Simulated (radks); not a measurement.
The numbers below are computed, except where a source is named.
Spherical quantum dot in the effective-mass picture: electrons in a parabolic well V = omega^2 r^2 / 2 with omega = 0.299, all in effective atomic units (hartree* = m*/eps^2 hartree, bohr* = eps/m* bohr), one dielectric constant everywhere. Level of theory: non-relativistic Kohn-Sham, LDA (Slater exchange, Perdew-Wang correlation), spin-polarised, spherical densities (a radial shooting solver with Libxc functionals). Levels are named by radial order and angular momentum (1s, 1p, 1d, 2s, ...), and open shells are averaged over m. Results are scaled to m* = 0.073 and eps = 9.6, for which hartree* = 21.55 meV and bohr* = 6.959 nm.

N = 12, configuration 1s2 1p6 1d(up 4, down 0). This is the lowest configuration that the search found. Occupied and some empty levels:

| level | occupation | eigenvalue (meV) | <r> (nm) |
|---|---|---|---|
| 1s up | 1 | 69.719 | 23.03 |
| 1s down | 1 | 70.290 | 22.35 |
| 1p up | 3 | 72.266 | 27.67 |
| 1p down | 3 | 72.991 | 27.47 |
| 1d up | 4 | 75.386 | 30.94 |
| 1d down | 0 | 76.155 | 30.99 |
| 2s up | 0 | 76.663 | 25.86 |
| 2s down | 0 | 77.096 | 26.25 |
| 1f up | 0 | 78.969 | 33.59 |
| 1f down | 0 | 79.726 | 33.78 |
| 2p up | 0 | 80.693 | 29.54 |
| 2p down | 0 | 81.156 | 29.65 |

Energy (meV): total 546.826, kinetic 54.467, external 202.14, Hartree 348.07, exchange-correlation -57.854.
